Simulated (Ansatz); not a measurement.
Computed with Ansatz on PBE0-D4/def2-TZVP structures; ΔE is electronic, products minus reactants. CCSD(T)/CBS adds triple-zeta CCSD(T) − MP2 to the extrapolated MP2 energy (def2 sets, frozen cores). This one scheme is used for every species. DFT in def2-TZVPP. B3LYP here is the variant with VWN-RPA as its local correlation; programs differ in this. Elements past krypton have def2 core potentials. For Te outer-core shells are correlated without core-valence functions, which leaves a few kJ/mol of doubt a bond. Each species was taken in one conformer, which may not be the lowest.

Reaction (substitution at a C–S bond): `BSC(=C)Cl` + H₂Te → `C=C(Cl)[TeH]` + `BS`

`BSC(=C)Cl`:

```xyz
9

B     0.640    1.111    1.721
S    -0.695    0.460    0.787
C    -0.077   -0.404   -0.626
C    -0.939   -0.957   -1.469
Cl    1.616   -0.518   -0.888
H     0.279    1.706    2.689
H     1.779    0.972    1.419
H    -2.003   -0.874   -1.288
H    -0.600   -1.495   -2.344
```

H₂Te:

Cartesian coordinates in Å:
```
Te 0.524 -0.217 -0.532
H -0.966 -0.771 -0.068
H 0.442 0.989 0.600
```

`C=C(Cl)[TeH]`:

```xyz
7

C     0.626   -0.986    0.378
C    -0.025   -0.041   -0.284
Cl    0.329    0.289   -1.941
Te   -1.616    1.028    0.583
H     1.371   -1.604   -0.111
H     0.427   -1.158    1.428
H    -1.112    2.473   -0.054
```

`BS`:

Cartesian coordinates in Å:
```
B 0.454 0.332 -0.139
S -0.762 -0.310 0.967
H 1.214 1.123 0.327
H 0.502 -0.012 -1.278
H -1.408 -1.133 0.123
```

(1) Is it downhill or uphill in electronic energy at CCSD(T)/CBS, and by how much? (Best estimate.)

(2) What do these levels give: PBE-D4, revPBE-D4, r2SCAN-D4, B3LYP-D4, PBE0, r2SCAN0? (Estimate.)

Largest T1 diagnostic among the species: 0.015.

## Answers

(1) Ansatz gave: Downhill: ΔE = -2.5 kcal/mol.

(2) Ansatz gave: PBE-D4 0.0, revPBE-D4 0.0, r2SCAN-D4 -0.1, B3LYP-D4 -0.9, PBE0 -0.3, r2SCAN0 -0.2 kcal/mol.

Leaving LDA and LC-ωPBE aside and taking each functional with its dispersion term where it has one, the values, not all of them listed here, spread over 1.7 kcal/mol, from B2PLYP to revPBE-D4. LDA lies +2.8 kcal/mol from PBE without D4. At CCSD(T), def2-SVP lies +2.5 kcal/mol from the extrapolated value and def2-TZVPP +0.5 kcal/mol.
